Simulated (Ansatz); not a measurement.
System: C₂N, charge 0, multiplicity 2. It need not be the lowest isomer of its formula. 
Geometry from a B3LYP-D3(BJ)/def2-TZVP (Ansatz, a first-principles code) optimisation:
```xyz
3

C      0.0000     0.0000    -1.3700
C      0.0000     0.0000    -0.0026
N      0.0000     0.0000     1.1765
```
Charge 0, spin multiplicity 2.

Atomisation energy built up term by term with Ansatz (kcal/mol; UHF references for open shells; valence terms freeze the core; atomic spin-orbit terms are left out). Basis-set limits of correlation are two-point, X^-3; Hartree-Fock from the larger set.

The UHF reference is spin-contaminated (<S^2> 0.57 over the pure value in the largest basis). The T1 diagnostic of CCSD in the largest basis is 0.079, which is high, so the coupled-cluster rows are less sure than usual.

```tsv
term	basis	kcal/mol
Hartree-Fock	cc-pVQZ	(withheld)
CCSD correlation	CBS(cc-pVTZ,cc-pVQZ)	104.92
(T)	CBS(cc-pVTZ,cc-pVQZ)	(withheld)
CCSDT - CCSD(T)	cc-pVDZ	0.89
core correlation	cc-pwCVTZ	1.88
scalar relativity (X2C)	cc-pVTZ-DK against cc-pVTZ	-0.24
sum: De		(withheld)
```

### Question
Complete the blanks.

### Answer

- Hartree-Fock, kcal/mol: 174.85
- (T), kcal/mol: 12.86
- sum: De, kcal/mol: 295.2
